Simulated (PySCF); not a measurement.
**Electron correlation in Mg (magnesium, neutral)**

[Ne] 3s2, closed-shell 1S. All numbers are calculated (PySCF 2.14, the spin-free X2C one-electron Hamiltonian (Gaussian nucleus), in an even-tempered Gaussian basis (22 s from 0.01 bohr⁻², ratio 2.5; 14 p from 0.013 bohr⁻², ratio 2.5; 6 d from 0.16 bohr⁻², ratio 2.7; 6 f from 0.24 bohr⁻², ratio 2.7)). Frozen: 1s2; 10 electrons correlated; the 23 highest virtual orbitals of each spin left out.

MP2 pair energies summed by pair of shells (mhartree):

| pair | energy | share (%) |
| --- | --- | --- |
| 2p-2p | -202.05 | 62.6 |
| 2s-2p | -69.10 | 21.4 |
| 3s-3s | -23.86 | 7.4 |
| 2p-3s | -16.02 | 5.0 |
| 2s-2s | -10.32 | 3.2 |
| 2s-3s | -1.59 | 0.5 |

Total MP2 correlation energy: -322.95 mhartree.

Same-spin part -78.69 and opposite-spin part -244.25 mhartree; SCS-MP2 scales them by 1/3 and 6/5 to -319.34 mhartree.

MP2 falls well short for the outer s pair, which is nearly degenerate with np².
